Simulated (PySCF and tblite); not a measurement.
Results of a calculation; reference values are marked as such.
**Rearrangement: stationary points, barriers and rates**

System: C₆H₇NSi, numbered as in [N:1]#[C:2][C:3]1=[CH:4][C@@H:5]([SiH3:6])[CH:7]=[CH:8]1.

Motion: shift of H on C5 from C5 to C7. Geometries: B3LYP-D3(BJ)/def2-SVP; energies: revPBE/pcSseg-1 + D3(BJ), IEF-PCM methanol; zero-point and thermal terms from GFN2-xTB harmonic modes (soft modes blended into free rotors). Rates follow Eyring's equation with the number of equivalent paths and no tunnelling. (PySCF 2.14 with density fitting, tblite 0.8.)

```tsv
point	symmetry	E(GFN2) kcal/mol	E(DFT) kcal/mol	ZPE change kcal/mol	lowest mode cm⁻¹	dipole D
start	C1	0.0	0.0	0.00	71	6.64
saddle	C1	28.2	26.0	-2.73	1059i	6.95
end	Cs	2.8	2.4	-0.38	52	5.73
```

```json
{
 "Electronic barrier": "26.0 kcal/mol",
 "Barrier with zero-point energy": "23.3 kcal/mol",
 "ΔH‡ (298 K)": "23.3 kcal/mol",
 "ΔS‡ (298 K, symmetry apart)": "0.2 cal/(mol K)",
 "Paths": "1 equivalent path",
 "End point": "a different minimum",
 "Mean lifetime of the start against this motion at 298 K": "4.7 h",
 "Cost": "6.5 min on 1 thread of Arm Neoverse V1, on a host shared with other jobs (rough), peak memory 0.85 GiB, launched as `OMP_NUM_THREADS=1 python ens_run.py task.json out`"
}
```

| T/K | ΔG‡ kcal/mol | k s⁻¹ | ΔG kcal/mol | k back s⁻¹ |
| --- | --- | --- | --- | --- |
| 298 | 23.2 | 5.9×10⁻⁵ | 1.8 | 0.0024 |
| 350 | 23.2 | 0.022 | 1.7 | 0.55 |
| 400 | 23.3 | 1.6 | 1.7 | 27 |

ΔG and ΔG‡ leave out symmetry numbers and mirror images; rates count paths: 1 out, 2 back.

Tunnelling of the moving H, left out here, will speed the real process.
